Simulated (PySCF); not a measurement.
C6H7F2O (doublet state).
Z-matrix (Å and degrees, GFN2-xTB geometry), rows numbered from 1:
```
C 
C   1  1.2996
C   2  1.5161  1  124.98
O   2  1.3794  1  125.18  3   179.63
C   4  1.3485  2  117.23  1     1.01
C   5  1.3309  4  121.66  2   178.96
F   6  1.3565  5  118.17  4   179.05
C   6  1.4947  5  126.82  4    -1.36
F   8  1.3801  6  111.29  5   -81.89
H   1  1.0603  2  138.49  3     0.80
H   3  1.0875  2  108.76  1  -123.67
H   3  1.0847  2  110.57  1    -3.01
H   3  1.0879  2  108.96  1   117.73
H   5  1.0856  4  116.51  2    -1.34
H   8  1.0943  6  110.55  5    35.97
H   8  1.0943  6  110.45  5   159.71
```

The hyperfine couplings belong to this conformer and change with its torsions.

The species is `[H]/[C]=C(\C)O/C=C(/F)CF` [radical].

Computed with UKS B3LYP, pcH-1 on C F H O, non-relativistic, mean-field spin-orbit, GIAO in PySCF 2.14.0. Geometry: GFN2-xTB, one conformer, isolated molecule. Couplings are sensitive to structure, and on GFN2-xTB geometries they can be far from those on DFT ones. Stability of the SCF solution: not tested.

Question: Match the computed a_iso(13C) values +270.1, +53.7, -38.4, +12.9, -2.3, +1.7 MHz with the sites C1; C2; C3; C5; C6; C8.

Answer: 
```
site  a_iso (MHz)  ρ(0) (bohr⁻³)                 position  distance from C1 (Å)  spin population  largest |T| (MHz)
  C1       +270.1        +0.2403  largest spin population                  0.00            +1.05              145.0
  C2        -38.4        -0.0342           1 bond from C1                  1.30            -0.13               23.3
  C3        +53.7        +0.0477          2 bonds from C1                  2.50            +0.06               12.4
  C5        +12.9        +0.0114          3 bonds from C1                  2.75            +0.03                5.0
  C6         -2.3        -0.0021          4 bonds from C1                  4.08            -0.01                2.2
  C8         +1.7        +0.0015          5 bonds from C1                  5.13             0.00                0.7
```

Question: Match the computed a_iso(19F) values +4.4, -2.8 MHz with the sites F7; F9.

Answer: 
| site | a_iso (MHz) | ρ(0) (bohr⁻³) | position | distance from C1 (Å) | bound to | spin population there | largest \|T\| (MHz) |
| --- | --- | --- | --- | --- | --- | --- | --- |
| F7 | +4.4 | +0.0010 | 5 bonds from C1 | 4.85 | C6 | -0.01 | 7.9 |
| F9 | -2.8 | -0.0007 | 6 bonds from C1 | 5.57 | C8 | 0.00 | 1.8 |

ρ(0) is the spin density at the nucleus and T the dipolar tensor; entries for several nuclei are means. Largest spin populations (Mulliken): C1 (+1.05) and C2 (-0.13). C1 is the only atom above +0.15. The positive populations add up to 1.14 and the negative ones to -0.14, together 2S = 1.

Examples of negative spin density at the nucleus (bohr⁻³): C2 (-0.0342) and C6 (-0.0021).

Means are taken over nuclei equivalent by connectivity, which assumes that they swap fast. The three 1H nuclei of mean +2.8 MHz run from -0.4 to 5.2 MHz in the frozen geometry.

Hardware: one thread, Arm Neoverse V2 (aarch64), no GPU, shared host with 96 logical CPUs at a one-minute load of 18. Cost: 77 s of wall time (with the writing of density and orbital grids), 1.1 GiB resident at most.
